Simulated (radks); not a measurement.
The numbers below are computed, except where a source is named.
Question: These are the eigenvalues of the occupied orbitals of an atom or ion with whole-number occupations (eV). Code: a radial shooting solver on a logarithmic mesh with Libxc functionals. Model: Dirac Kohn-Sham, PBE, spin-unpolarised, spherical densities, finite nucleus; Fermi nuclear charge, rms radius of each element as measured or else 0.836 A^(1/3) + 0.57 fm.

| orbital | eigenvalue |
|---|---|
| 1s1/2 | -43364.47 |
| 2s1/2 | -7016.817 |
| 2p1/2 | -6638.990 |
| 2p3/2 | -6118.929 |
| 3s1/2 | -1527.778 |
| 3p1/2 | -1366.371 |
| 3p3/2 | -1262.549 |
| 3d3/2 | -981.4083 |
| 3d5/2 | -958.9660 |
| 4s1/2 | -309.4248 |
| 4p1/2 | -248.5043 |
| 4p3/2 | -226.0020 |
| 4d3/2 | -125.8848 |
| 4d5/2 | -121.9100 |
| 5s1/2 | -47.5268 |
| 5p1/2 | -31.2934 |
| 5p3/2 | -28.2536 |
| 4f5/2 | -8.9949 |
| 4f7/2 | -8.5884 |
| 6p1/2 | -6.0644 |
| 6p3/2 | -5.7750 |

Which element is it, and in what charge state? The configuration may be excited. Open shells, if any, are shared by 2j + 1.

Answer: Z = 60, neodymium, charge +1: Nd+ in [Xe] 4f4 6p1. The list shows which subshells hold electrons but not how many an open one holds; the 1s level, -1593.6 hartree, gives Z - s = 56.5 by -(Z - s)^2/2, which with screening and relativity narrows Z to a few neighbours, and the depths of the outer levels then fix element, charge and occupations together.
